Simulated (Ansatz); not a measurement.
`C/C(C=S)=C/N` and `C/C([SiH3])=C\N` differ in one atom or group (the configuration at the double bond changes too).

Ansatz, PBE0-D4/def2-TZVP geometries, multiplicity 1. Each molecule was computed in one conformer, which needn't be the lowest.

| property | `C/C(C=S)=C/N` |
| --- | --- |
| HOMO–LUMO gap (ωB97M-V/def2-TZVPP) / eV | 8.02 |
| HOMO–LUMO gap (B3LYP/def2-TZVPP) / eV | 3.46 |
| HOMO energy (B3LYP/def2-TZVPP) / eV | -5.52 |
| LUMO energy (B3LYP/def2-TZVPP) / eV | -2.07 |
| size of the dipole moment (PBE/def2-TZVPP) / D | 6.10 |
| size of the dipole moment (B3LYP/def2-TZVPP) / D | 6.09 |

Problem. Give the same properties after the change, and the shifts. (An estimate is asked.)

Solution. Computed: 
```json
{"property": "HOMO–LUMO gap (ωB97M-V/def2-TZVPP) / eV", "`C/C([SiH3])=C\\N`": "10.31", "shift": "2.29"}
{"property": "HOMO–LUMO gap (B3LYP/def2-TZVPP) / eV", "`C/C([SiH3])=C\\N`": "6.15", "shift": "2.69"}
{"property": "HOMO energy (B3LYP/def2-TZVPP) / eV", "`C/C([SiH3])=C\\N`": "-5.80", "shift": "-0.28"}
{"property": "LUMO energy (B3LYP/def2-TZVPP) / eV", "`C/C([SiH3])=C\\N`": "0.35", "shift": "2.42"}
{"property": "size of the dipole moment (PBE/def2-TZVPP) / D", "`C/C([SiH3])=C\\N`": "2.98", "shift": "-3.12"}
{"property": "size of the dipole moment (B3LYP/def2-TZVPP) / D", "`C/C([SiH3])=C\\N`": "2.87", "shift": "-3.22"}
```

With PBE0 the HOMO falls by 0.23 eV and the LUMO rises by 2.51 eV, so the gap widens by about 2.74 eV. PBE moves the HOMO by -0.40 eV and ωB97M-V by -0.17 eV. Dipoles are sizes alone; their direction can turn.

B3LYP here is the variant with VWN-RPA as its local correlation; programs differ in this.
